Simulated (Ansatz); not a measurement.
Bn (charge +1): PBE0-D4/def2-SVP single points in Ansatz on relaxed structures, gas phase. Each cluster is the lowest isomer that a short search found in that spin, judged at the geometry's level, and lower ones may exist. HOMO and LUMO are taken over both spins. Singlets are spin-restricted. The structures are stationary points that may keep the symmetry of their start. Remarks come from the PBE and PBE0 runs and from stability tests at other levels; not every state was tested.

(1) Estimate the order by HOMO (eV), lowest first.
A. B4⁺ (doublet)
B. B8⁺ (doublet)
C. B5⁺ (singlet)
D. B6⁺ (doublet)
E. B13⁺ (singlet)
F. B10⁺ (doublet)

(1) A (-14.25), C (-13.51), D (-13.02), B (-12.20), F (-11.55), E (-11.24).

In full:

```
species  atoms    state            geometry  HOMO (eV)  LUMO (eV)  gap (eV)  point group (within 0.1 Å)                              remarks
    B4⁺      4  doublet  B3LYP-D4/def2-TZVP     -14.25     -11.36      2.89                         D4h                                    –
    B5⁺      5  singlet   B3LYP-D4/def2-SVP     -13.51      -9.18      4.33                           –                                    –
    B6⁺      6  doublet  r2SCAN-D4/def2-SVP     -13.02     -10.48      2.54                           –  spin-contaminated (⟨S²⟩ up to 0.94)
    B8⁺      8  doublet     PBE-D4/def2-SVP     -12.20     -10.48      1.72                           –                                    –
   B10⁺     10  doublet    PBE0-D4/def2-SVP     -11.55      -9.39      2.15                          C2                                    –
   B12⁺     12  doublet  r2SCAN-D4/def2-SVP     -11.54      -9.49      2.05                           –                                    –
   B13⁺     13  singlet  r2SCAN-D4/def2-SVP     -11.24      -8.27      2.97                          Cs                                    –
```

The gap (eV) runs from 1.72 (B8⁺) to 4.33 (B5⁺). It doesn't follow size steadily.
